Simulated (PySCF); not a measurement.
**Correlation energy of Si⁺ (silicon, charge +1)**

[Ne] 3s2 3p1, 2P determinant. Computed with PySCF 2.14 in dyall-acv3z (19s12p6d4f, 113 functions), with scalar relativity by spin-free X2C-1e. Frozen: 1s2; 11 electrons correlated; the 18 highest virtual orbitals of each spin left out.

MP2 pair energies summed by pair of shells (mhartree):

```csv
pair,energy,share (%)
2p-2p,-191.93,56.7
2s-2p,-61.15,18.1
3s-3s,-23.63,7.0
2p-3s,-22.73,6.7
3s-3p,-19.11,5.6
2s-2s,-9.77,2.9
2p-3p,-6.66,2.0
2s-3s,-2.73,0.8
2s-3p,-1.02,0.3
```

Total MP2 correlation energy: -338.75 mhartree.

Same-spin part -83.64 and opposite-spin part -255.10 mhartree; SCS-MP2 scales them by 1/3 and 6/5 to -334.01 mhartree.
